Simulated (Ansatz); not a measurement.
`[O]=[Sn]` at its PBE0-D4/def2-TZVP geometry, where that method's forces vanish. Total charge 0; spin multiplicity 1. Sn: def2 effective core potential.

```xyz
2

O    -0.1528   -0.2676   -0.8550
Sn    0.1528    0.2676    0.8550
```

(1) What forces (eV/Å) does r2SCAN-D4/def2-TZVPP give on these atoms in Ansatz 0.2.0? (An estimate is asked.)

Answers

(1) Computed: 
```
O1  -0.066 -0.116 -0.372
Sn2  0.066  0.116  0.372
```
